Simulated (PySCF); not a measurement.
C3H8FNSi, SMILES C=C[Si@H](F)NC. Coordinates come from a PBE-D3(BJ)/def2-SVP optimisation. The structure was generated by enumeration; whether it is a known compound was not checked. The values are those of a single conformer.

Computed equilibrium geometry at PBE-D3(BJ)/def2-SVP (PySCF confirms it by a frequency run) as bond lengths and angles (one conformer of several):
Atoms: C1 C2 Si3 F4 N5 C6 H7 H8 H9 H10 H11 H12 H13 H14. Bonded distances (Å): C1–C2 1.349, C1–H7 1.104, C1–H8 1.104, C2–Si3 1.867, C2–H9 1.106, Si3–F4 1.655, Si3–N5 1.723, Si3–H10 1.499, N5–C6 1.453, N5–H11 1.023, C6–H12 1.112, C6–H13 1.115, C6–H14 1.109. Angles (°): C2–C1–H7 121.0, C2–C1–H8 122.4, H7–C1–H8 116.6, C1–C2–Si3 122.0, C1–C2–H9 118.8, Si3–C2–H9 119.2, C2–Si3–F4 105.1, C2–Si3–N5 109.0, C2–Si3–H10 115.9, F4–Si3–N5 114.5, F4–Si3–H10 105.4, N5–Si3–H10 107.1, Si3–N5–C6 126.1, Si3–N5–H11 117.2, C6–N5–H11 114.2, N5–C6–H12 111.7, N5–C6–H13 113.7, N5–C6–H14 109.6, H12–C6–H13 107.6, H12–C6–H14 106.9, H13–C6–H14 107.0.
